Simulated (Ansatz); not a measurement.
4-fluoro-2,3-dihydrofuran (C₄H₅FO), SMILES FC1=COCC1. Atoms are numbered in the order given.

```xyz
11

F      0.0112    -2.0928     0.0000
C     -0.0367    -0.7660     0.0000
C     -1.1280     0.0008     0.0000
O     -0.8545     1.3294     0.0000
C      0.5732     1.4808     0.0000
C      1.2004     0.0720     0.0000
H     -2.1794    -0.2830     0.0000
H      0.8534     2.0639     0.8906
H      0.8534     2.0639    -0.8906
H      1.8281    -0.1194     0.8870
H      1.8281    -0.1194    -0.8870
```
Charge 0, spin multiplicity 1.

The structure is a stationary point at PBE0-D3(BJ)/def2-SVP. One conformer was computed; it need not be the lowest.

Two levels are set side by side: PBE-D3(BJ)/def2-SVP (Ansatz, a quantum-chemistry and plane-wave program) and PBE0-D3(BJ)/def2-SVP (Ansatz). Each level has its own optimised geometry; the coordinates shown are those of the second. Differences are taken from unrounded values.

| quantity | PBE0-D3(BJ) |
|---|---|
| mean bond length (Å) | 1.272 |
| bond F1–C2 (Å) | 1.328 |
| bond C2–C3 (Å) | 1.334 |
| bond C2–C6 (Å) | 1.494 |
| bond C3–O4 (Å) | 1.357 |
| bond O4–C5 (Å) | 1.436 |
| bond C5–C6 (Å) | 1.542 |
| bond C3–H7 (Å) | 1.089 |
| bond C5–H8 (Å) | 1.101 |
| bond C5–H9 (Å) | 1.101 |
| bond C6–H10 (Å) | 1.103 |
| bond C6–H11 (Å) | 1.103 |

Problem. What does PBE-D3(BJ) give, and how far is it from PBE0-D3(BJ)? (An estimate is asked for; the answer gives what the named calculation found.)

Solution. 
| quantity | PBE-D3(BJ) | PBE-D3(BJ) minus PBE0-D3(BJ) |
|---|---|---|
| mean bond length (Å) | 1.283 | 0.011 |
| bond F1–C2 (Å) | 1.342 | 0.014 |
| bond C2–C3 (Å) | 1.348 | 0.014 |
| bond C2–C6 (Å) | 1.504 | 0.010 |
| bond C3–O4 (Å) | 1.368 | 0.012 |
| bond O4–C5 (Å) | 1.456 | 0.021 |
| bond C5–C6 (Å) | 1.551 | 0.009 |
| bond C3–H7 (Å) | 1.097 | 0.008 |
| bond C5–H8 (Å) | 1.109 | 0.009 |
| bond C5–H9 (Å) | 1.109 | 0.009 |
| bond C6–H10 (Å) | 1.112 | 0.009 |
| bond C6–H11 (Å) | 1.112 | 0.009 |

GGA bonds tend to be longer and softer than those of functionals with exact exchange. Differences between two approximate levels are no errors against the true value.
